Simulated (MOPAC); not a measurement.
Input for MOPAC: PM6 on FH5Si (a complex), monomers drawn apart or pushed together.

```
PM6 1SCF PRECISE CHARGE=0 THREADS=1
FH5Si

F     -0.20220298 1    -0.42935252 1    -0.46784282 1
H     -0.10078953 1    -0.77048519 1     0.39115753 1
Si    -0.00706693 1     0.25055123 1     3.75545005 1
H      0.07857373 1    -0.90165344 1     2.81476780 1
H      1.08063653 1     1.19871255 1     3.44073401 1
H      0.14644600 1    -0.28167311 1     5.12558239 1
H     -1.32549346 1     0.89586240 1     3.59271829 1
```

Output:

```
*******************************************************************************
 **                                                                           **
 **                              MOPAC v23.2.5                                **
 **                                                                           **
 *******************************************************************************
 ** MOPAC's Digital Object Identifier: https://doi.org/10.5281/zenodo.6511958 **
 **                                                                           **
 ** Please cite the open-source release paper for use of this MOPAC version:  **
 ** J. E. Moussa and J. J. P. Stewart (2026)                                  **
 ** MOPAC: An open-source semiempirical molecular orbital program             **
 ** J. Open Source Softw., 11(119), 8025, https://doi.org/10.21105/joss.08025 **
 *******************************************************************************

                              PM6 CALCULATION RESULTS

 *******************************************************************************
 *  PM6        - The PM6 Hamiltonian to be used
 *
 *
 *
 *                 CHARGE ON SYSTEM = 0
 *
 *
 *
 *  PRECISE    - TIGHTER CRITERIA TO BE USED
 *  1SCF       - DO 1 SCF AND THEN STOP
 *  THREADS=1  - MULTI-THREADING NOT USED
 *  T=         - A TIME OF 172800.0 SECONDS REQUESTED
 *  DUMP=N     - RESTART FILE WRITTEN EVERY 7200.0 SECONDS REQUESTED
 *******************************************************************************
PM6 1SCF PRECISE CHARGE=0 THREADS=1
 FH5Si

   ATOM   CHEMICAL          X               Y               Z
  NUMBER   SYMBOL      (ANGSTROMS)     (ANGSTROMS)     (ANGSTROMS)

     1       F         -0.20220298  *  -0.42935252  *  -0.46784282  *
     2       H         -0.10078953  *  -0.77048519  *   0.39115753  *
     3      Si         -0.00706693  *   0.25055123  *   3.75545005  *
     4       H          0.07857373  *  -0.90165344  *   2.81476780  *
     5       H          1.08063653  *   1.19871255  *   3.44073401  *
     6       H          0.14644600  *  -0.28167311  *   5.12558239  *
     7       H         -1.32549346  *   0.89586240  *   3.59271829  *



          CARTESIAN COORDINATES

    NO.       ATOM           X           Y           Z

     1         F         -0.2022     -0.4294     -0.4678
     2         H         -0.1008     -0.7705      0.3912
     3        Si         -0.0071      0.2506      3.7555
     4         H          0.0786     -0.9017      2.8148
     5         H          1.0806      1.1987      3.4407
     6         H          0.1464     -0.2817      5.1256
     7         H         -1.3255      0.8959      3.5927

 General Reference for PM6:
 "Optimization of Parameters for Semiempirical Methods V: Modification of NDDO Approximations
 and Application to 70 Elements", J. J. P. Stewart, J. Mol. Mod., 13, 1173-1213 (2007)
 URL: https://link.springer.com/article/10.1007/s00894-007-0233-4

           Empirical Formula: H5 F Si  =     7 atoms



      MOLECULAR POINT GROUP   :   Cs


      RHF CALCULATION, NO. OF DOUBLY OCCUPIED LEVELS = 8


 -------------------------------------------------------------------------------
 PM6 1SCF PRECISE CHARGE=0 THREADS=1
 FH5Si



     1SCF WAS SPECIFIED, SO BFGS WAS NOT USED
     SCF FIELD WAS ACHIEVED


                              PM6 CALCULATION
                                                       MOPAC v23.2.5 Linux




          FINAL HEAT OF FORMATION =        -55.72107 KCAL/MOL =    -233.13694 KJ/MOL


          COSMO AREA              =        112.85 SQUARE ANGSTROMS
          COSMO VOLUME            =         93.55 CUBIC ANGSTROMS

          IONIZATION POTENTIAL    =         11.920754 EV
          HOMO LUMO ENERGIES (EV) =        -11.921  0.622
          NO. OF FILLED LEVELS    =          8
          MOLECULAR WEIGHT        =         52.1234         POINT GROUP:  Cs

          MOLECULAR DIMENSIONS (Angstroms)

            Atom       Atom       Distance
            H     6    F     1     5.60623
            H     7    H     5     2.42986
            H     5    H     4     1.94553


          SCF CALCULATIONS        =          1





   ATOM   CHEMICAL          X               Y               Z
  NUMBER   SYMBOL      (ANGSTROMS)     (ANGSTROMS)     (ANGSTROMS)

     1       F         -0.20220298  *  -0.42935252  *  -0.46784282  *
     2       H         -0.10078953  *  -0.77048519  *   0.39115753  *
     3      Si         -0.00706693  *   0.25055123  *   3.75545005  *
     4       H          0.07857373  *  -0.90165344  *   2.81476780  *
     5       H          1.08063653  *   1.19871255  *   3.44073401  *
     6       H          0.14644600  *  -0.28167311  *   5.12558239  *
     7       H         -1.32549346  *   0.89586240  *   3.59271829  *

                             CARTESIAN COORDINATES

   1    F       -0.202202980    -0.429352520    -0.467842820
   2    H       -0.100789530    -0.770485190     0.391157530
   3   Si       -0.007066930     0.250551230     3.755450050
   4    H        0.078573730    -0.901653440     2.814767800
   5    H        1.080636530     1.198712550     3.440734010
   6    H        0.146446000    -0.281673110     5.125582390
   7    H       -1.325493460     0.895862400     3.592718290


           Empirical Formula: H5 F Si  =     7 atoms



      MOLECULAR POINT GROUP   :   Cs


                  EIGENVALUES
 -40.95863 -19.58556 -17.28357 -15.84728 -15.84689 -11.97421 -11.96880 -11.92075
   0.62228   0.68494   0.70473   1.35511   1.36453   2.77681   4.27806   4.37853
   4.38146   4.55416


              NET ATOMIC CHARGES AND DIPOLE CONTRIBUTIONS

  ATOM NO.   TYPE          CHARGE      No. of ELECS.   s-Pop       p-Pop       d-Pop
    1          F          -0.268860        7.2689     1.96135     5.30751
    2          H           0.267330        0.7327     0.73267
    3         Si           0.128576        3.8714     1.22976     2.12976     0.51190
    4          H          -0.043537        1.0435     1.04354
    5          H          -0.027840        1.0278     1.02784
    6          H          -0.027832        1.0278     1.02783
    7          H          -0.027836        1.0278     1.02784
 DIPOLE           X         Y         Z       TOTAL
 POINT-CHG.     0.124    -0.334     1.211     1.263
 HYBRID         0.016    -0.009     0.219     0.219
 SUM            0.140    -0.343     1.430     1.477


          ATOMIC ORBITAL ELECTRON POPULATIONS

     Atom    s        px        py        pz      x^2-y^2     xz        z^2       yz        xy
    1  F   1.96135   1.99176   1.90677   1.40898
    2  H   0.73267
    3 Si   1.22976   0.71468   0.70508   0.71000   0.07156   0.01745   0.13480   0.14247   0.14563
    4  H   1.04354
    5  H   1.02784
    6  H   1.02783
    7  H   1.02784

 **********************
 *                    *
 * JOB ENDED NORMALLY *
 *                    *
 **********************




 == MOPAC DONE ==
```

The run finished.

Cost: about 0.03 core-seconds (a rough figure).
